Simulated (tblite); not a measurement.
Species: C3H13AsGeN2.
Bonds: C1–C2, C2–C3, C3–Ge4, Ge4–N5, Ge4–N6, Ge4–As7. Hydrogens: H8, H9, H10 on C1; H11, H12 on C2; H13, H14 on C3; H15, H16 on N5; H17, H18 on N6; H19, H20 on As7.

Computed with GFN2-xTB (tblite), gas phase: L-BFGS steps from a force-field or distance-geometry start until the largest atomic force falls under 0.01 eV/Å.

At the end of the run (lengths in Å): As7–H20 1.499, As7–H19 1.507, C3–Ge4 2.024, Ge4–As7 2.437, Ge4–N5 1.843, N6–H18 1.011, Ge4–N6 1.842, N5–Ge4–N6 100.1°, C3–Ge4–N6 115.2°, N6–Ge4–As7 107.0°, N5–Ge4–As7 117.3°, C1–C2–C3–Ge4 -177°, C2–C3–Ge4–N5 -121°, H11–C2–C1–H8 179°, H8–C1–C2–C3 -59°.

**Question.** These geometries were met on the way; a selection of coordinates is given. Order them by energy above the end point, lowest first.
A. As7–H20 1.540, As7–H19 1.542, C3–Ge4 1.947, Ge4–As7 2.366, Ge4–N5 1.869, N6–H18 1.059, Ge4–N6 1.888, N5–Ge4–N6 110.8°, C3–Ge4–N6 108.4°, N6–Ge4–As7 105.8°, N5–Ge4–As7 109.3°, C1–C2–C3–Ge4 180°, C2–C3–Ge4–N5 -124°, H11–C2–C1–H8 -126°, H8–C1–C2–C3 -1°
B. As7–H20 1.595, As7–H19 1.600, C3–Ge4 2.018, Ge4–As7 2.513, Ge4–N5 1.838, N6–H18 1.014, Ge4–N6 1.838, N5–Ge4–N6 111.0°, C3–Ge4–N6 105.0°, N6–Ge4–As7 98.7°, N5–Ge4–As7 120.1°, C1–C2–C3–Ge4 180°, C2–C3–Ge4–N5 -125°, H11–C2–C1–H8 -124°, H8–C1–C2–C3 -1°
C. As7–H20 1.565, As7–H19 1.565, C3–Ge4 2.012, Ge4–As7 2.438, Ge4–N5 1.844, N6–H18 0.990, Ge4–N6 1.874, N5–Ge4–N6 113.0°, C3–Ge4–N6 105.5°, N6–Ge4–As7 101.6°, N5–Ge4–As7 114.4°, C1–C2–C3–Ge4 180°, C2–C3–Ge4–N5 -123°, H11–C2–C1–H8 -125°, H8–C1–C2–C3 -2°
D. As7–H20 1.500, As7–H19 1.503, C3–Ge4 2.016, Ge4–As7 2.425, Ge4–N5 1.844, N6–H18 1.012, Ge4–N6 1.847, N5–Ge4–N6 103.6°, C3–Ge4–N6 108.5°, N6–Ge4–As7 102.4°, N5–Ge4–As7 119.9°, C1–C2–C3–Ge4 -175°, C2–C3–Ge4–N5 -129°, H11–C2–C1–H8 -121°, H8–C1–C2–C3 0°
E. As7–H20 1.508, As7–H19 1.516, C3–Ge4 2.007, Ge4–As7 2.500, Ge4–N5 1.893, N6–H18 1.017, Ge4–N6 1.862, N5–Ge4–N6 106.6°, C3–Ge4–N6 105.3°, N6–Ge4–As7 100.4°, N5–Ge4–As7 121.2°, C1–C2–C3–Ge4 -179°, C2–C3–Ge4–N5 -128°, H11–C2–C1–H8 -122°, H8–C1–C2–C3 0°

**Answer.** D (0.191 eV), E (0.315 eV), B (0.535 eV), C (0.993 eV), A (1.901 eV).

```csv
step,E above end (eV),"rms distance from the end, all atoms (Å)",largest force (eV/Å),rms shift of all bonds from the end (Å)
17,0.191,0.428,0.239,0.005
7,0.315,0.458,0.593,0.021
4,0.535,0.468,1.102,0.036
2,0.993,0.480,1.796,0.027
0,1.901,0.497,3.370,0.039
```

Rows stand in the order of the answer.
